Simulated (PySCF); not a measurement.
## SbF⁺: from constants to spectrum

UHF-CCSD(T) constants of SbF⁺, ²Π (doublet), unpaired electrons π ↑ (Sb def2-TZVPPD with ECP28, F def2-TZVPPD; scalar-relativistic core potentials (PySCF 2.14); masses 120.9038 and 18.9984 u):

```
ωe            : 720.2 cm⁻¹
ωexe          : 2.91 cm⁻¹
Be            : 0.29975 cm⁻¹
αe            : 0.00172 cm⁻¹
De to Sb⁺ + F : 4.18 eV
```

Task: What force constant and bond length do these constants imply?

Result: Reduced mass μred = 16.418 u; k = 5.8918×10⁻⁷·μred·ωe² (u, cm⁻¹, mdyn/Å) = 5.02 mdyn/Å; Re = √(16.8576/(μred·Be)) (u, cm⁻¹, Å) = 1.851 Å.

Task: Estimate the centrifugal constant D from the Kratzer relation and find the Dunham coefficient a1.

Result: D = 4Be³/ωe² = 2.08e-07 cm⁻¹; a1 = −1 − αeωe/(6Be²) = -3.30.

Correlated steps freeze 5 core orbitals. Spin–orbit coupling is left out, which matters for elements this heavy, above all for dissociation energies. For an ion De counts to the pair picked by the measured ionisation energies or electron affinities, which need not be the lowest pair at this level. The state is the lowest determinant that a PBE0 search found; another state may lie lower at other levels.
